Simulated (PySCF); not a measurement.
Electron correlation in Mg (magnesium, neutral)

[Ne] 3s2, closed-shell 1S. Computed with PySCF 2.14 in x2c-TZVPPall with one added diffuse shell each of s, p, d type (6s5p4d, 41 functions), with scalar relativity by spin-free X2C-1e. Frozen: [Ne]; 2 electrons correlated.

With two correlated electrons CCSD is exact within the correlated space (frozen core and kept virtual orbitals).

```
level  correlation energy (mhartree)
 CCSD                         -32.82
```

Diagnostics: T1 = 0.015, D1 = 0.0212, largest double amplitude 0.087.

Cost of the coupled-cluster step: about 0.09 core-seconds, for 2 correlated electrons.

Iterations:

```
CC2 = 0
CCSD nocc = 1, nmo = 36
frozen orbitals [0, 1, 2, 3, 4]
max_cycle = 100
direct = 0
conv_tol = 1e-08
conv_tol_normt = 1e-06
diis_space = 8
diis_start_cycle = 0
Init t2, MP2 energy = -199.934768388595  E_corr(MP2) -0.021827388448813
Init E_corr(CCSD) = -0.0218273884566044
cycle = 1  E_corr(CCSD) = -0.0279631788354111  dE = -0.00613579038  norm(t1,t2) = 0.0513439
cycle = 2  E_corr(CCSD) = -0.0304139956910987  dE = -0.00245081686  norm(t1,t2) = 0.0252741
cycle = 3  E_corr(CCSD) = -0.0328153537196028  dE = -0.00240135803  norm(t1,t2) = 0.0134324
cycle = 4  E_corr(CCSD) = -0.0328073778534178  dE = 7.97586619e-06  norm(t1,t2) = 0.00116239
cycle = 5  E_corr(CCSD) = -0.0328211176629495  dE = -1.37398095e-05  norm(t1,t2) = 0.000133584
cycle = 6  E_corr(CCSD) = -0.0328152732633415  dE = 5.84439961e-06  norm(t1,t2) = 3.39149e-05
cycle = 7  E_corr(CCSD) = -0.032815808450173  dE = -5.35186831e-07  norm(t1,t2) = 6.54683e-06
cycle = 8  E_corr(CCSD) = -0.0328160239280351  dE = -2.15477862e-07  norm(t1,t2) = 1.66113e-06
cycle = 9  E_corr(CCSD) = -0.0328159181593037  dE = 1.05768731e-07  norm(t1,t2) = 6.73224e-07
cycle = 10  E_corr(CCSD) = -0.0328159109521976  dE = 7.2071061e-09  norm(t1,t2) = 5.50126e-08
CCSD converged
E(CCSD) = -199.9457569110986  E_corr = -0.03281591095219758
```
